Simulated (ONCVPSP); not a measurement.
Potentials for Al compared

Generated with ld1.x 7.5 (TM, RRKJ, ultrasoft, PAW), atompaw 4.2 or ONCVPSP 4.0.1. The cutoff is in Ry: for ld1.x and atompaw files where the sum of valence levels is converged to 10 mRy in a Bessel basis, for ONCV files where the hardest occupied wave has 1 mHa per electron of residual kinetic energy. The error is the largest all-electron minus pseudo excitation energy over each file’s own four to seven test configurations (ionisations up to +4, promotions, holes and added fractions of an electron), all of which were solved. The labels leave out finer settings (local radius, basis sizes, second energies), which also bear on the numbers. Spin-polarised tests are not counted. The rows are a selection from randomly drawn settings: files with unsolved tests, undetermined cutoffs or missed reference levels are left out.

| potential | cutoff (Ry) | largest error (meV) | bound ghosts |
| --- | --- | --- | --- |
| ONCV, LDA (Perdew-Wang 92), scalar-relativistic, rc 1.20/0.50 (sp), local smoothed, core correction yes, reference 2s2 2p6 3s2, qcut 13.2/18.8, projectors 2/1 | 364 | -215 | none |
| ONCV, LDA (Perdew-Zunger), scalar-relativistic, rc 1.85/2.10/2.20 (spd), local smoothed, core correction yes, reference 3s2 3p0.5, qcut 2.9/4.6/3.7, projectors 2/2/2 | 18 | -18 | none |
| ONCV, PBE, scalar-relativistic, rc 2.25/2.20/2.25 (spd), local smoothed, core correction no, reference 3s2 3p0.5, qcut 3.4/3.9/3.7, projectors 2/2/1 | 9 | +15 | none |

Q: Fill in the row for Al: ONCV, LDA (Perdew-Zunger), scalar-relativistic, rc 2.05/2.40 (sp), local smoothed, core correction no, reference 3s2 3p1, qcut 3.5/3.8, projectors 2/2.

A: cutoff 11 Ry, largest error +82 meV, bound ghosts: none.

Q: Fill in the row for Al: ONCV, PBEsol, scalar-relativistic, rc 2.00/2.60 (sp), local smoothed, core correction yes, reference 3s1.75 3p1.25, qcut 2.5/3.7, projectors 1/1.

A: cutoff 29 Ry, largest error -77 meV, bound ghosts: none.

Q: Fill in the row for Al: ONCV, LDA (Perdew-Wang 92), scalar-relativistic, rc 1.70/2.25 (sp), local smoothed, core correction yes, reference 3s2 3p1, qcut 4.7/4.2, projectors 2/2.

A: cutoff 13 Ry, largest error +2.5 meV, bound ghosts: none.
